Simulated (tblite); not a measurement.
CH3 (SMILES [CH3-]), charge -1, singlet, at a GFN2-xTB geometry; tblite 0.6.0 with GFN1-xTB.

Input for tblite:
```
$ tblite run mol.xyz --method gfn1 --charge -1 --spin 0 --grad --json tblite.json --no-restart

# file mol.xyz
4

C      0.09443537     0.09844229     0.10070566
H     -0.62720871    -0.62142525     0.62463322
H      0.66399153    -0.60849894    -0.59880803
H     -0.60339501     0.63927042    -0.63005917
```

What the program printed (banner, timings and long lists left out):

```
xTB calculator
 | screened Coulomb repulsion
 | Coulomb electrostatics
 |  * isotropic Klopman-Ohno-Mataga-Nishimoto electrostatics
 |  * onsite third-order electrostatics
 | DFT-D3(BJ) dispersion correction

halogen bonding energy    0.0000000000000E+00 Eh
repulsion energy          3.2051968416254E-02 Eh
dispersion energy        -3.2509761501315E-04 Eh
number of electrons       8.0000000000000E+00 e
integral cutoff           1.9731147476801E+01 bohr

------------------------------------------------------------
  cycle        total energy    energy error   density error
------------------------------------------------------------
      1     -3.819531098920  -3.8512580E+00   6.3552519E-01
      2     -3.819371711564   1.5938736E-04   3.6924095E-01
      3     -3.819523844464  -1.5213290E-04   2.9170150E-02
      4     -3.819540255591  -1.6411127E-05   1.0498130E-02
      5     -3.819543699386  -3.4437953E-06   8.0047121E-03
      6     -3.819549368881  -5.6694945E-06   4.5008712E-04
      7     -3.819549390912  -2.2030760E-08   1.9339746E-05
------------------------------------------------------------

electronic energy        -3.8512762617128E+00 Eh
total energy             -3.8195493909116E+00 Eh

Post processing:
 | Mayer-Wiberg bond orders

[Info] Tight-binding results written to 'tblite.txt'
[Info] JSON dump of results written to 'tblite.json'
```
